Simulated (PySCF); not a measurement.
C3H7NSi, SMILES [SiH3]NC=C=C. Coordinates come from a ωB97X-D3(BJ)/def2-SVP optimisation. The structure was generated by enumeration, and PubChem lists no compound with its InChIKey, so it may never have been made. One conformer was computed; it need not be the lowest.

Computed equilibrium geometry at ωB97X-D3(BJ)/def2-SVP (PySCF confirms it by a frequency run) as Cartesian coordinates in Å, and its point group (one conformer of several):
point group Cs.
```xyz
12

C     -0.7745     2.4072     0.0000
C      0.1858     1.5127     0.0000
C      1.1489     0.6112     0.0000
N      0.9587    -0.7757     0.0000
Si    -0.6098    -1.5443     0.0000
H     -1.1945     2.7994    -0.9354
H     -1.1945     2.7994     0.9354
H      2.1914     0.9517     0.0000
H      1.8055    -1.3280     0.0000
H     -1.4037    -1.1749     1.2075
H     -0.3353    -3.0093     0.0000
H     -1.4037    -1.1749    -1.2075
```
